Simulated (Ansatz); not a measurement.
Stepwise reaction of `[SH][Sn]([SH])([SH])[SH]` with hydrogen chloride, as a gas-phase model of exchange steps in deposition or etching. ΔE in kJ/mol.

Calculated with Ansatz (gas phase, PBE0-D4/def2-TZVP geometries, no zero-point term in ΔE). CBS: MP2 limit from def2 TZ/QZ plus the TZ coupled-cluster correction, frozen cores. This one scheme is used for every species. Functionals use def2-TZVPP. B3LYP here is the variant with VWN-RPA as its local correlation; programs differ in this. def2 core potentials past Kr. For Sn outer-core shells are correlated without core-valence functions, which leaves a few kJ/mol of doubt a bond. Each species was taken in one conformer, which may not be the lowest.

```
step                                                             reaction  PBE-D4  B3LYP-D4  ωB97M-V  CCSD(T)/CBS
   1  `[SH][Sn]([SH])([SH])[SH]` + HCl → `[SH][Sn]([SH])([SH])[Cl]` + H₂S   -22.9     -27.8    -28.7        -25.8
   3  `[SH][Sn]([SH])([Cl])[Cl]` + HCl → `[SH][Sn]([Cl])([Cl])[Cl]` + H₂S   -14.7     -19.4    -20.3        -18.2
   4  `[SH][Sn]([Cl])([Cl])[Cl]` + HCl → `[Cl][Sn]([Cl])([Cl])[Cl]` + H₂S   -12.4     -16.5    -18.0        -15.9
```

Give the row of step 2, `[SH][Sn]([SH])([SH])[Cl]` + HCl → `[SH][Sn]([SH])([Cl])[Cl]` + H₂S. (Best estimate.)

The calculation gave: 
| step | reaction | PBE-D4 | B3LYP-D4 | ωB97M-V | CCSD(T)/CBS |
| --- | --- | --- | --- | --- | --- |
| 2 | `[SH][Sn]([SH])([SH])[Cl]` + HCl → `[SH][Sn]([SH])([Cl])[Cl]` + H₂S | -19.1 | -23.4 | -24.7 | -21.8 |

By hand: ΔE of the 4 steps together at CCSD(T)/CBS.

(-25.8) + (-21.8) + (-18.2) + (-15.9) = -81.7 kJ/mol, or -20.4 kJ/mol a step.

In ΔE each step is higher than the one before. All are downhill at CCSD(T)/CBS. PBE-D4 differs from CCSD(T)/CBS by 2.7 to 3.5 kJ/mol a step. Isolated molecules leave out the surface, adducts and barriers. Largest T1 diagnostic: 0.012.
